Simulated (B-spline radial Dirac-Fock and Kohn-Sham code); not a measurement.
# Mn 3p3/2: cross section and angular parameters

System: neutral manganese, configuration [Ar] 3d5 4s2; threshold 59.94 eV (orbital energy of the model). Method: Dirac-Hartree-Slater photoionisation with a Latter tail; cross sections with all multipoles, angular parameters from the dipole term and its interference with E2. Computed with a radial finite-basis atomic code.

For linearly polarised light dσ/dΩ = σ/(4π) [1 + β P₂(cos θ) + (δ + γ cos²θ) sin θ cos φ], with θ from the polarisation vector and φ the angle between the beam and the projection of the electron momentum on the plane normal to the polarisation.

```tsv
hν (eV)	σ (kb)	β	γ	δ
69.3	581	0.731	-0.080	0.032
100	564	0.018	0.070	0.042
105	597	0.198	0.103	0.035
136	698	0.896	0.147	0.010
150	695	1.063	0.129	0.005
213	560	1.411	0.033	-0.001
215	555	1.417	0.031	-0.001
248	476	1.493	0.002	-0.001
258	454	1.510	-0.004	-0.001
300	370	1.563	-0.019	0.000
485	166	1.631	0.016	0.004
517	147	1.631	0.030	0.004
663	88.2	1.620	0.097	0.007
730	71.6	1.610	0.130	0.008
1000	34.6	1.558	0.255	0.013
1253.6	19.8	1.505	0.359	0.018
1350	16.4	1.485	0.395	0.020
1370	15.8	1.481	0.402	0.020
1460	13.4	1.463	0.434	0.022
1600	10.5	1.435	0.480	0.025
2000	5.76	1.361	0.595	0.034
2540	2.94	1.271	0.720	0.047
4130	?	?	?	?
5414.7	0.293	0.939	1.105	0.120
6320	0.178	0.866	1.173	0.142
6520	0.160	0.852	1.186	0.147
9630	0.0434	0.670	1.338	0.218
11900	0.0209	0.575	1.410	0.265
15000	0.00925	0.475	1.483	0.324
```

Question: Give the values at 4130 eV.

Answer: σ = 0.689 kb, β = 1.064, γ = 0.974, δ = 0.088.
